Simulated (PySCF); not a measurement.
H2O2Pt, neutral, multiplicity 3. Atoms are numbered in the order given.

```xyz
5

Pt     0.0000     0.0000    -0.0304
O      1.8683    -0.0726     0.0610
H      2.3615     0.4595     0.6965
O     -1.8683     0.0726     0.0610
H     -2.3615    -0.4595     0.6965
```
Charge 0, spin multiplicity 3.

Coordinates come from a B3LYP-D3(BJ)/def2-TZVP optimisation. The multiplicity is an assumed one; other spin states were not compared. The def2 effective core potentials stand for the cores of Pt; spin–orbit coupling is left out. One conformer was computed; it need not be the lowest.

Calculation: M06-2X/def2-TZVPD run with PySCF.

```
Quantity                                                                                                         Value
---------------------------------------------------------------------------------------------  -----------------------
total energy                                                                                        -270.84145 hartree
point group                                                                                                         C2
α spin, highest occupied and lowest empty level                                                     -9.45 and -0.09 eV
β spin, highest occupied and lowest empty level                                                     -9.01 and -2.81 eV
dipole moment                                                                                                   1.66 D
quadrupole, principal values (traceless, Buckingham form, about the centre of nuclear charge)    -7.43, 0.56, 6.87 D·Å
mean static polarisability                                                                        47.8 bohr³ (7.09 Å³)
polarisability, principal values                                                                35.2, 35.8, 72.6 bohr³
⟨S²⟩                                                                                           2.012 (pure state 2.00)
```
